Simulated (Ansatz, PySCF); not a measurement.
HI, SMILES I. Atoms are numbered in the order given.

```xyz
2

I      0.0000     0.0000    -0.0299
H      0.0000     0.0000     1.5855
```
Charge 0, spin multiplicity 1.

Coordinates come from a B3LYP-D3(BJ)/def2-TZVPD optimisation. The def2 effective core potentials stand for the cores of I; spin–orbit coupling is left out.

Vertical ionisation energy (IE) and electron affinity (EA) in eV. Rows of orbital energies are one-electron estimates. Where ΔSCF, EOM or ADC give a negative EA the extra electron is unbound and the value depends on the basis.

```json
[
 {"level": "−ε(HOMO), −ε(LUMO), HF/def2-TZVPD (PySCF)", "IE": "10.54", "EA": "-1.41"},
 {"level": "−ε(HOMO), −ε(LUMO), CAM-B3LYP/def2-TZVPD (PySCF)", "IE": "9.24", "EA": "0.05"},
 {"level": "−ε(HOMO), −ε(LUMO), PBE/def2-TZVPD (PySCF)", "IE": "…", "EA": "…"},
 {"level": "ΔSCF, CAM-B3LYP/def2-TZVPD (Ansatz), final states of multiplicity 2 and 2", "IE": "10.62", "EA": "-0.79"},
 {"level": "ΔSCF, PBE/def2-TZVPD (Ansatz), final states of multiplicity 2 and 2", "IE": "10.53", "EA": "-0.63"}
]
```

Problem. What belongs in the gaps? (The exact figures need the calculation; the answer reports its results.)

Solution. 
- −ε(HOMO), −ε(LUMO), PBE/def2-TZVPD (PySCF), IE: 6.79
- −ε(HOMO), −ε(LUMO), PBE/def2-TZVPD (PySCF), EA: 1.83

Problem. What vertical singlet–triplet gap does ΔSCF give with CAM-B3LYP/def2-TZVPD (Ansatz, a quantum-chemistry and plane-wave program) and with PBE/def2-TZVPD (Ansatz)? (An estimate is asked for; the answer gives what the named calculation found.)

Solution. 5.00 and 4.89 eV (triplet above singlet where positive).
